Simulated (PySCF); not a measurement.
**The third ionisation energy along the second row**

Calculated with PySCF 2.14 from differences of total energies of unrestricted determinants, without spin-orbit coupling. Values in eV. The last column holds reference values (NIST; (s) semi-empirical, (t) theoretical, else measured). Unmarked ones compare directly (S terms, centres of terms, or small fine structure); those marked * lie between the lowest fine-structure levels and include a spin-orbit shift.

```
                         element               configurations     UHF  MP2 (valence)  CCSDT (valence)     LDA     PBE    PBE0     reference
 B (ANO-RCC-VTZP, spin-free X2C)               [He] 2s1 → 1s2  37.822            n/a              n/a  37.897  38.286  38.229        37.931
 C (ANO-RCC-VTZP, spin-free X2C)          [He] 2s2 → [He] 2s1  45.803         46.979           47.805  46.954  47.117  47.056        47.888
 N (ANO-RCC-VTZP, spin-free X2C)      [He] 2s2 2p1 → [He] 2s2  47.310         47.495           47.284  47.871  48.037  48.021  47.445 (s) *
 O (ANO-RCC-VTZP, spin-free X2C)  [He] 2s2 2p2 → [He] 2s2 2p1  54.596         54.943           54.732  55.424  55.278  55.309  54.936 (s) *
 F (ANO-RCC-VTZP, spin-free X2C)  [He] 2s2 2p3 → [He] 2s2 2p2  62.221         62.783           62.561  63.185  62.855  62.926  62.708 (s) *
Ne (ANO-RCC-VTZP, spin-free X2C)  [He] 2s2 2p4 → [He] 2s2 2p3  61.849         63.029           63.085  63.617  63.879  63.735      63.423 *
```

"Valence" correlates the outer s and p shells and, in groups 3 to 12 and the f block, the outer d or f shell, open or full, or the next shell where the ion has no valence electron left; the wider scheme adds the next inner shell.
